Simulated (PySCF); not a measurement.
2-fluoropenta-1,4-diene (C₅H₇F), SMILES C=CCC(F)=C. Coordinates come from a PBE0-D3(BJ)/def2-SVP optimisation. Other conformers were not sampled.

Computed equilibrium geometry at PBE0-D3(BJ)/def2-SVP (PySCF confirms it by a frequency run) as a Z-matrix (one conformer of several):
```
C
H 1 1.1017
H 1 1.1035 2 107.47
C 1 1.4943 2 108.11 3 -117.19
C 4 1.3303 1 127.78 2 -4.07
F 4 1.3376 5 120.00 1 179.43
H 5 1.0897 4 120.16 6 179.83
H 5 1.0911 7 119.25 4 -179.74
C 1 1.5014 2 110.26 3 119.34
C 9 1.3319 1 124.81 2 -119.17
H 10 1.0929 9 121.47 1 179.77
H 10 1.0949 11 117.13 9 -179.92
H 9 1.0970 10 119.53 11 -0.55
```
Charge 0, spin multiplicity 1.
